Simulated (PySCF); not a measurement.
Compound: C6H7ClO.
Structure used (GFN2-xTB), in Å, numbered top down from 1:
```xyz
15
C6H7ClO angstrom
C      2.5355   -0.6777   -0.0652
C      1.3225   -0.7175   -0.6024
C      0.1392   -0.0592   -0.0591
C     -1.0961   -0.3792   -0.4768
C     -2.3783    0.2069   -0.0119
C      0.3282    0.9885    0.9576
O     -0.1198    1.0734    2.0514
Cl     1.3493    2.3096    0.3261
H      2.7538   -0.1234    0.8318
H      3.3590   -1.2079   -0.5111
H      1.1432   -1.3087   -1.4908
H     -1.1870   -1.1294   -1.2534
H     -3.0416   -0.5905    0.3228
H     -2.8745    0.7112   -0.8420
H     -2.2378    0.9121    0.8009
```

The closed-shell SCF was solved with PySCF and density fitting under several settings on one GFN2-xTB geometry (grid level 2 and gas phase unless stated).

```json
{"settings": "PBE0/pcSseg-1", "basis functions": "178", "SCF cycles": "14", "E (Eh)": "-767.6702", "HOMO (eV)": "-7.16", "LUMO (eV)": "-1.67", "dipole (D)": "3.16"}
{"settings": "B3LYP/def2-SVPD", "basis functions": "226", "SCF cycles": "15", "E (Eh)": "-767.9091", "HOMO (eV)": "-6.96", "LUMO (eV)": "-1.95", "dipole (D)": "3.10"}
{"settings": "HCTH407/cc-pVDZ, IEF-PCM acetone", "basis functions": "151", "SCF cycles": "16", "E (Eh)": "-768.3035", "HOMO (eV)": "-5.95", "LUMO (eV)": "-2.47", "dipole (D)": "3.68"}
{"settings": "PBE0/STO-3G, start guess vsap", "basis functions": "51", "SCF cycles": "12", "E (Eh)": "-758.8774", "HOMO (eV)": "-5.38", "LUMO (eV)": "1.00", "dipole (D)": "2.86"}
```

**Question.** Estimate the rows for these settings: (1) BLYP/6-311G**; (2) mPW1PW91/pcSseg-1, IEF-PCM chloroform.

**Answer.** 
```csv
settings,basis functions,SCF cycles,E (Eh),HOMO (eV),LUMO (eV),dipole (D)
BLYP/6-311G**,194,17,-768.2111,-5.89,-2.40,3.07
"mPW1PW91/pcSseg-1, IEF-PCM chloroform",178,14,-768.1339,-7.06,-1.67,3.85
```

**Question.** Over all rows, what range does the HOMO–LUMO gap span?

**Answer.** From 3.48 eV (HCTH407/cc-pVDZ, IEF-PCM acetone) to 6.38 eV (PBE0/STO-3G, start guess vsap). The functional of the narrowest has no exact exchange, that of the widest 25 % exact exchange.

**Question.** And the dipole moment?

**Answer.** From 2.86 D (PBE0/STO-3G, start guess vsap) to 3.85 D (mPW1PW91/pcSseg-1, IEF-PCM chloroform); the largest is 1.35 times the smallest, and the median is 3.13 D.

**Question.** Compare two rows with the functional PBE0: PBE0/pcSseg-1 and PBE0/STO-3G, start guess vsap. Which energy is lower, and by how much?

**Answer.** PBE0/pcSseg-1 (178 functions) lies 8.7928 Eh or 5518 kcal/mol below PBE0/STO-3G, start guess vsap (51 functions).

Cycle counts include a coarse-grid stage where the run had one. All basis functions are spherical, in the Pople sets too. One conformer (not necessarily the lowest) at the GFN2-xTB geometry, without vibrations or thermal averaging.
